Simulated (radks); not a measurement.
Results of a calculation; reference values are marked as such.
Problem. These are the eigenvalues of the occupied orbitals of an atom or ion with whole-number occupations (hartree). Code: a radial shooting solver on a logarithmic mesh with Libxc functionals. Model: scalar-relativistic Kohn-Sham, revPBE, spin-polarised, spherical densities, point nucleus.

orbital  eigenvalue
1s up     -2040.863
1s down   -2040.863
2s up     -342.3674
2s down   -342.3660
2p up     -303.3960
2p down   -303.3951
3s up     -77.45053
3s down   -77.38756
3p up     -65.54471
3p down   -65.48181
3d up     -50.44800
3d down   -50.40018
4s up     -16.33010
4s down   -16.19476
4p up     -12.40837
4p down   -12.27492
4d up      -7.11359
4d down    -6.98195
5s up      -2.97158
5s down    -2.90777
5p up      -2.02175
5p down    -1.97596
4f up      -1.33784
4f down    -1.21952

Which element is it, and in what charge state? The configuration may be excited. Open shells, if any, are filled with parallel spins first.

Solution. Z = 67, holmium, charge +3: Ho3+ in [Xe] 4f10. The list shows which subshells hold electrons but not how many an open one holds; the 1s level, -2040.9 hartree, gives Z - s = 63.9 by -(Z - s)^2/2, which with screening and relativity narrows Z to a few neighbours, and the depths of the outer levels then fix element, charge and occupations together.
